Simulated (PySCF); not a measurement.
# What settings do to a single point of [WOF5]−

The sound run of [WOF5]− (singlet) uses PySCF 2.14.0, RKS BP86, W def2-SVP with ECP60, O def2-SVP, F def2-SVP; non-relativistic Hamiltonian with scalar-relativistic core potentials where named; density fitting; no spin-orbit coupling, grid (50, 194), threshold 1e-8 Eh and 55 cycles, at the relaxed geometry:

```xyz
7

W     0.0705   -0.0439    0.0486
O     1.2895   -0.7441    1.0783
F    -0.0540    1.5899    1.0275
F    -1.3905   -0.7454    1.0561
F     1.3219    0.7807   -1.1330
F    -1.3194    0.7335   -1.1223
F    -0.0210   -1.5491   -1.1223
```

There W1 has a Mulliken charge of 1.18 e and the dipole about the centre of mass is 0.54 D. Each run below changes one thing and starts from free metal ions and neutral atoms unless it says otherwise; with 55 cycles, smearing, a level shift and second-order steps follow where DIIS fails, and their cycles count. Energy shifts count from the sound run.

```tsv
change	outcome	cycles	energy shift (eV)	largest force component (eV/Å)	charge on W1 (e)	dipole about the centre of mass (D)
spin (2S) set to 1, limit 60 cycles	refused	–	–	–	–	–
threshold 1e-06	converged	10	0.0000	0.02	1.18	0.53
grid (15, 26)	converged	12	1.98	2.20	1.10	0.58
```

(1) How does the run with this change end: all coordinates × 1.05?

Unsound on purpose, so not properties of the compound: grid (15, 26).

Forces carry noise of the integration grid, about 0.01 to 0.03 eV/Å.

## Answers

(1) outcome converged, cycles 13, energy shift (eV) 0.78, largest force component (eV/Å) 2.77, charge on W1 (e) 1.19, dipole about the centre of mass (D) 0.76.
